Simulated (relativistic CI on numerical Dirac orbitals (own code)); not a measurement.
## Radial parameters of Tc X

Calculated at this level of theory: Dirac-Coulomb-Breit CI, orbitals from a KLI potential per configuration, model QED (radiative potential, 1s self-energy scaled to tabulated hydrogen-like ionisation energies), unscaled Slater integrals (own radial code, finite nucleus).

Slater integrals F^k, G^k are unscaled and averaged over j, outside the closed core [Ar] 3d10; ζ comes from projecting the Hamiltonian with its Breit term on Σ l·s of the shell.

- 4s2 4p4: F^2(4p,4p) = 99653, ζ(4p) = 19597 cm⁻¹; <r>(4p) = 1.052, <r^2>(4p) = 1.248 (bohr units).
- 4s 4p5: G^1(4s,4p) = 132190, ζ(4p) = 19540 cm⁻¹; <r>(4s) = 0.9872, <r^2>(4s) = 1.095, <r>(4p) = 1.052, <r^2>(4p) = 1.248 (bohr units).
- 4s2 4p3 4d: F^2(4p,4p) = 99799, ζ(4p) = 19798, F^2(4p,4d) = 91141, G^1(4p,4d) = 115410, G^3(4p,4d) = 72359, ζ(4d) = 1757.6 cm⁻¹; <r>(4p) = 1.05, <r^2>(4p) = 1.244, <r>(4d) = 1.186, <r^2>(4d) = 1.604 (bohr units).

In this model ζ of a weakly bound d, f or g electron outside closed shells comes out too small, for d by up to a factor of two or three and at times with the wrong sign; that of an outer p electron is too small as well.

Averages of the first 10 configurations, taken without configuration mixing, which lowers the lowest level and can move excited configurations by several eV; other configurations of the list can lie among them:

```
Configuration  Parity  States  Average energy above the lowest level (eV)
      4s2 4p4    even      15                                         5.0
       4s 4p5     odd      12                                        40.4
          4p6    even       1                                        80.4
   4s2 4p3 4d     odd     200                                        54.0
    4s 4p4 4d    even     300                                        87.5
   4s2 4p3 4f    even     280                                       101.9
    4s 4p4 4f     odd     420                                       135.8
       4p5 4d     odd      60                                       125.7
   4s2 4p3 5s     odd      40                                        89.1
   4s2 4p3 5p    even     120                                       101.1
```
